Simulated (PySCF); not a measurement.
Excitation energy of Sc by level of theory

Sc [Ar] 3d1 4s2 (2D) → Sc [Ar] 4s2 4p1 (2P), as a difference of total energies. All numbers are calculated (PySCF 2.14, no relativity, point nucleus, in aug-cc-pVTZ with one added diffuse shell each of s, p, d, f, g type (9s8p6d4f3g, 118 functions)). Correlated levels: valence: [Ar] frozen. The calculations carry no spin-orbit coupling.

```
           method  excitation energy (cm⁻¹)  difference from reference (cm⁻¹)
              UHF                     24174                             +5467
              LDA                     31623                            +12916
              PBE                     31232                            +12525
           PBEsol                     31138                            +12431
    MP2 (valence)                     23665                             +4958
SCS-MP2 (valence)                     23403                             +4697
```

Reference: 18706 cm⁻¹ (measured; NIST levels, between the centres of gravity of the two terms).

These non-relativistic numbers lack the scalar-relativistic shift.

Errors of the correlated levels include the incompleteness of this basis and the frozen core.
